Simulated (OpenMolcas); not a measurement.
Tm2+: ligand-field states by method

Tm2+ with 2 ligands (fluoride) in linear coordination (D∞h) at 2.08 Å. Ligand basis ANO-RCC-VDZP.
```
Tm    0.0000    0.0000    0.0000
F     0.0000    0.0000    2.0800
F     0.0000    0.0000   -2.0800
```

```yaml
Program: OpenMolcas
Basis: ANO-RCC-VDZP [7s6p4d2f1g]
Scalar_Hamiltonian: DKH2, point nucleus
Active_space: 13 electrons in 7 orbitals (4f)
State_averaging: 2S+1 = 2 odd, 7 roots
Spin-orbit_coupling: RASSI with atomic mean-field integrals over the reference wave functions
```

I. CASSCF
II. SS-CASPT2, IPEA 0.25 Eh, imaginary shift 0.1 Eh (closed shells correlated: 5s 5p and the ligand valence shells)

Spin-free states (labels by Λ) in cm-1, each column counted from its own energy of the first state listed:

| State | Degeneracy | I | II |
| --- | --- | --- | --- |
| 2Σ | 1 | 0 | 0 |
| 2Π | 2 | 815 | 880 |
| 2Δ | 2 | 1919 | 2200 |
| 2Φ | 2 | 3280 | 3510 |

From I to II, I's first state of the same spin (2Π) moves from 815 to 880 cm-1, by about +66 cm-1.

With spin-orbit coupling the lowest J multiplet is 3000 (I), 3200 (II) cm-1 wide, a factor of 1.07 from I to II.

χT at 300 K: I 1.96, II 1.91 cm3 K/mol.

Without dynamic correlation the ligand-field splitting of an f shell can come out too small, at times by half (holds for I). Splittings of an f shell from a small cluster at a set distance can be off by tens of per cent, mostly too small (holds for II). No measured value stands beside these numbers; the geometry was imposed, not optimised, and the real ion may take another.
